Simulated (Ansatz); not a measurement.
A nudged elastic band was laid between two geometries of BClH3N + H3P (10 atoms, charge 0, multiplicity 1).

Method: RKS BLYP/def2-SVP (Ansatz).

```yaml
movable_images: 9
climbing_image: yes
spring: 5.0 eV/Å²
optimiser: quadratic models (default)
start_path: through a guess of the saddle point
force_threshold: 0.05 eV/Å
iteration_limit: 60
end_points: relaxed
```

Image 0:

```xyz
10
Properties=species:S:1:pos:R:3
B 0.295 -1.085 0.063
N 0.109 -0.640 1.376
H -0.780 -0.705 1.875
H 0.869 -0.236 1.927
H 1.371 -0.991 -0.478
Cl -1.069 -1.806 -0.844
P -0.891 3.640 1.308
H -2.191 3.322 0.774
H -1.377 3.623 2.666
H -0.508 2.251 1.360
```

Image 10:

```xyz
10
Properties=species:S:1:pos:R:3
B -0.125 0.536 0.253
N -0.347 -0.081 1.768
H -0.139 -1.095 1.790
H 0.255 0.392 2.462
H 1.055 0.351 -0.001
Cl -1.264 -0.507 -0.818
P -0.594 2.472 0.199
H -1.839 2.396 0.935
H 0.159 2.873 1.371
H -1.330 0.037 2.068
```

**Question.** What changes between the two ends?

**Answer.** Bonds broken: P7–H10. Bonds formed: B1–P7, N2–H10. BClH3N + H3P becomes BClH6NP.

**Question.** What energy profile does the band end with?

**Answer.** The forces met the threshold. The highest image is number 6 of 0 to 10, 46.1 kcal/mol above the first end and 35.6 kcal/mol above the last; the last end lies 10.6 kcal/mol above the first. Neighbouring images differ by up to 1.4 eV, so the band resolves the path poorly. A vibrational analysis at the climbing image gives one clearly imaginary mode, 1246i cm⁻¹: a first-order saddle point. The orbitals stay closed-shell, which can raise the energy where a bond breaks towards radicals; this wasn't checked here.

```json
{"image": "0", "path coordinate (Å)": "0.00", "energy (kcal/mol)": "0.0", "P7–H10 (Å)": "1.44", "B1–P7 (Å)": "5.03", "N2–H10 (Å)": "2.96"}
{"image": "1", "path coordinate (Å)": "0.84", "energy (kcal/mol)": "0.2", "P7–H10 (Å)": "1.44", "B1–P7 (Å)": "4.71", "N2–H10 (Å)": "3.03"}
{"image": "2", "path coordinate (Å)": "1.67", "energy (kcal/mol)": "0.4", "P7–H10 (Å)": "1.44", "B1–P7 (Å)": "4.44", "N2–H10 (Å)": "3.05"}
{"image": "3", "path coordinate (Å)": "2.51", "energy (kcal/mol)": "0.8", "P7–H10 (Å)": "1.44", "B1–P7 (Å)": "4.02", "N2–H10 (Å)": "2.92"}
{"image": "4", "path coordinate (Å)": "3.35", "energy (kcal/mol)": "3.0", "P7–H10 (Å)": "1.44", "B1–P7 (Å)": "3.51", "N2–H10 (Å)": "2.52"}
{"image": "5", "path coordinate (Å)": "4.19", "energy (kcal/mol)": "14.0", "P7–H10 (Å)": "1.44", "B1–P7 (Å)": "2.91", "N2–H10 (Å)": "2.08"}
{"image": "6", "path coordinate (Å)": "5.03", "energy (kcal/mol)": "46.1", "P7–H10 (Å)": "1.75", "B1–P7 (Å)": "2.29", "N2–H10 (Å)": "1.40"}
{"image": "7", "path coordinate (Å)": "5.71", "energy (kcal/mol)": "19.7", "P7–H10 (Å)": "2.38", "B1–P7 (Å)": "2.07", "N2–H10 (Å)": "1.04"}
{"image": "8", "path coordinate (Å)": "6.39", "energy (kcal/mol)": "12.2", "P7–H10 (Å)": "2.90", "B1–P7 (Å)": "1.99", "N2–H10 (Å)": "1.03"}
{"image": "9", "path coordinate (Å)": "7.07", "energy (kcal/mol)": "11.2", "P7–H10 (Å)": "3.00", "B1–P7 (Å)": "1.99", "N2–H10 (Å)": "1.03"}
{"image": "10", "path coordinate (Å)": "7.75", "energy (kcal/mol)": "10.6", "P7–H10 (Å)": "3.16", "B1–P7 (Å)": "1.99", "N2–H10 (Å)": "1.03"}
```

**Question.** What is the geometry of the highest image?

**Answer.** 
```xyz
10
Properties=species:S:1:pos:R:3
B -0.042 0.183 0.362
N -0.159 -0.177 1.861
H -0.940 -0.782 2.138
H 0.704 -0.394 2.372
H 1.086 0.411 -0.017
Cl -1.143 -0.763 -0.745
P -0.842 2.329 0.284
H -2.122 2.350 0.946
H -0.156 3.092 1.298
H -0.558 1.125 1.527
```

The band took 25 iterations and of the order of 12 core-minutes.

The run took 6 min on 2 threads of Arm Neoverse V1 (shared host), peak memory 0.14 GiB.
